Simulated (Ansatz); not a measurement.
The cluster B₄⁻. Charge -1, multiplicity 2. Geometry r2SCAN-D4/def2-TZVPD.

```xyz
4

B     0.1445   -0.1997   -0.8533
B    -1.2531    0.3866   -0.2727
B    -0.1084    0.1895    0.8609
B     1.2171   -0.3764    0.2650
```

At HF/def2-TZVPD, PBE-D4/def2-TZVPD, PBE0-D4/def2-TZVPD, r2SCAN0-D4/def2-TZVPD and others the charge -1 doublet is spin-contaminated (final ⟨S²⟩ up to 1.71, 0.75 for a pure state). At PBE-D4/def2-TZVPD the highest occupied level of the charge -1 doublet lies above zero (up to 0.71 eV). Its loss leaves the charge 0 singlet, which lies 1.96 eV higher (vertical, at PBE-D4/def2-TZVPD), but this difference is unsure: the singlet is doubtful (geometry relaxed on an unsound state). The geometry of the doublet was relaxed on an unsound state (⟨S²⟩ 1.27, where a pure state has 0.75). The structure comes from a short search, and lower isomers may exist.

Problem. Estimate the α-spin orbital energies around the gap (eV) in Ansatz with HF/def2-TZVPD, PBE-D4/def2-TZVPD, PBE0-D4/def2-TZVPD, r2SCAN0-D4/def2-TZVPD, ωB97X-V/def2-TZVPD.

Solution. 
| orbital | HF/def2-TZVPD | PBE-D4/def2-TZVPD | PBE0-D4/def2-TZVPD | r2SCAN0-D4/def2-TZVPD | ωB97X-V/def2-TZVPD |
| --- | --- | --- | --- | --- | --- |
| HOMO−5 | -10.90 | -5.32 | -6.90 | -7.15 | -9.63 |
| HOMO−4 | -8.28 | -3.20 | -4.63 | -4.92 | -7.21 |
| HOMO−3 | -5.42 | -1.54 | -2.34 | -2.46 | -4.49 |
| HOMO−2 | -3.86 | -1.13 | -2.22 | -2.39 | -4.43 |
| HOMO−1 | -3.83 | -0.52 | -1.57 | -1.59 | -3.92 |
| HOMO | -2.76 | 0.71 | -0.28 | -0.52 | -2.24 |
| LUMO | 4.69 | 1.56 | 2.65 | 3.10 | 4.08 |
| LUMO+1 | 4.84 | 2.55 | 3.45 | 3.62 | 4.82 |
| LUMO+2 | 4.99 | 3.48 | 3.85 | 4.31 | 4.94 |
| LUMO+3 | 5.29 | 3.57 | 3.95 | 4.48 | 5.29 |
| LUMO+4 | 6.37 | 3.80 | 4.32 | 4.81 | 5.36 |
| LUMO+5 | 6.93 | 3.90 | 4.61 | 4.93 | 5.75 |
| β HOMO | -3.74 | -0.41 | -1.50 | -1.57 | -3.85 |
| β LUMO | 4.45 | 1.47 | 2.30 | 2.58 | 3.82 |
